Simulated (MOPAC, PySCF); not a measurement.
CH4SSi, SMILES `C=[SiH]S` (C–Si–S–H torsion 0°), neutral singlet in the gas phase. 

Z-matrix (Å, degrees):
```
Si
C 1 1.6941
H 2 1.0825 1 124.08
H 2 1.0840 3 116.39 1 179.99
H 1 1.4755 2 124.25 3 -179.99
S 1 2.1100 5 108.85 2 -180.00
H 6 1.3446 1 93.58 5 -179.96
```
Charge 0, spin multiplicity 1.

All levels are single points at this geometry (PBE0-D3(BJ)/def2-TZVP); Pople sets use spherical d functions. Orbital energies aren't observables, and empty levels follow the basis.

B3LYP/LANL2DZ in PySCF gives dipole (D) = 0.78.

Problem. Estimate the dipole (D) from each of these levels: PBE0-D3(BJ)/def2-TZVP in PySCF; B3LYP/3-21G in PySCF; B3LYP/6-31G* in PySCF; BP86/6-31G* in PySCF; PM7 in MOPAC.

Solution. 
```json
[
 {"level": "PBE0-D3(BJ)/def2-TZVP in PySCF", "dipole (D)": "0.45"},
 {"level": "B3LYP/3-21G in PySCF", "dipole (D)": "1.15"},
 {"level": "B3LYP/6-31G* in PySCF", "dipole (D)": "0.49"},
 {"level": "BP86/6-31G* in PySCF", "dipole (D)": "0.59"},
 {"level": "PM7 in MOPAC", "dipole (D)": "2.12"}
]
```
